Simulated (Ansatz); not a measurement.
Ansatz (an electronic-structure program) input:

Ansatz 0.2 input:
```yaml
crystal:
  periodic: [false, false, false]
  atoms:
    - {symbol: Ti, position_ang: [-0.01044086, 0.01501613, 0.01658523]}
    - {symbol: O, position_ang: [1.49914952, -0.26789159, -0.62670783]}
    - {symbol: H, position_ang: [2.36756609, -0.43741690, -1.00572370]}
    - {symbol: O, position_ang: [-0.45108962, -0.69072591, 1.45897735]}
    - {symbol: H, position_ang: [-0.71539529, -1.10378284, 2.28744376]}
    - {symbol: O, position_ang: [-1.09517602, 0.98605997, -0.79103129]}
    - {symbol: H, position_ang: [-1.71893066, 1.55020382, -1.25973578]}
basis:
  gaussian:
    orbitals: def2-TZVP
hamiltonian:
  xc: b3lyp
  dispersion: d3bj
total_charge: 1
relax: {f_tol: 0.002, max_steps: 150}
```

Task: Which total energy does the run end on?

Result: -1076.95935 Eh (B3LYP-D3(BJ)/def2-TZVP). The basis has 156 functions. The run takes very roughly 100 core-seconds.

The spin state was set by rule; other spins were not relaxed.
